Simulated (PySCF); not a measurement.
Can point charges reproduce the dipole moment of `CC1=CC=C(F)C=C1`?

Coordinates (PBE0-D3(BJ)/def2-SVP, Å) and charges (e) from the PBE0/pcSseg-1 density (PySCF):

```tsv
atom	x	y	z	Mulliken	IAO	Hirshfeld	ESP-fitted
C1	2.225	-0.217	-0.181	-0.1448	-0.4170	-0.1132	-0.5483
C2	0.737	-0.070	-0.046	-0.3240	+0.0026	+0.0024	+0.3029
C3	-0.085	-1.188	0.145	-0.0250	-0.1487	-0.0487	-0.2691
C4	-1.469	-1.066	0.246	-0.1521	-0.1919	-0.0697	-0.2829
C5	-2.039	0.198	0.157	+0.3258	+0.2902	+0.0821	+0.3529
F6	-3.362	0.326	0.260	-0.2774	-0.2663	-0.0833	-0.2002
C7	-1.257	1.330	-0.032	-0.1521	-0.1921	-0.0698	-0.2837
C8	0.124	1.186	-0.131	-0.0241	-0.1486	-0.0487	-0.2692
H9	2.600	-1.073	0.397	+0.1236	+0.1464	+0.0461	+0.1502
H10	2.515	-0.380	-1.233	+0.1406	+0.1521	+0.0457	+0.1572
H11	2.752	0.684	0.166	+0.1229	+0.1462	+0.0462	+0.1510
H12	0.367	-2.180	0.220	+0.0808	+0.1488	+0.0506	+0.1806
H13	-2.112	-1.934	0.399	+0.1123	+0.1648	+0.0550	+0.1890
H14	-1.738	2.308	-0.094	+0.1123	+0.1647	+0.0549	+0.1892
H15	0.743	2.076	-0.274	+0.0812	+0.1489	+0.0507	+0.1802
```

Question: Compute μ = Σ q r for each scheme (1 e·Å = 4.803 D) and compare with the dipole of the full density.

Answer: The full density gives (1.85, -0.19, -0.19) D, 1.87 D in size; dipole vectors point from the negative to the positive end.

```csv
scheme,μx,μy,μz,size (D),share of the full size (%),angle to the full dipole (°)
Mulliken,3.80,-0.38,-0.42,3.85,206,1
IAO,2.84,-0.28,-0.26,2.87,153,0
Hirshfeld,1.24,-0.12,-0.10,1.25,67,1
ESP-fitted,1.88,-0.19,-0.18,1.90,102,0
```

Question: Which set comes closest?

Answer: Length of the difference vector: ESP-fitted 0.03 D, Hirshfeld 0.63 D, IAO 1.00 D, Mulliken 1.98 D. Closest: ESP-fitted. The schemes that divide the density aren't constrained to reproduce the dipole.

Question: What is left for the Hirshfeld atoms' own dipoles?

Answer: The Hirshfeld atoms' densities add up to the full density, so μ = Σ q r + Σ (atomic dipoles). The atomic dipoles sum to (1.85, -0.19, -0.19) − (1.24, -0.12, -0.10) = (0.61, -0.07, -0.09) D, 0.63 D in size.

Question: With the origin at the mean of the coordinates, (0.000, 0.000, 0.000) Å, which are the largest single terms, by size, of the IAO dipole along the direction of the full one?

Answer: C1 -4.49, F6 +4.33, C5 -2.86, H10 +1.94, H9 +1.86 D; all 15 atoms together +2.87 D. The single terms depend on the origin, their sum doesn't.

Question: Give the size of the full dipole in other units.

Answer: 1.87 D = 0.736 au = 0.389 e·Å = 6.24 × 10⁻³⁰ C·m.

Geometry: PBE0-D3(BJ)/def2-SVP; no solvent, vibrations or thermal averaging.

These values come from a run that also computed NMR shieldings. The run took about 15 s of CPU time (one thread, shared machine).
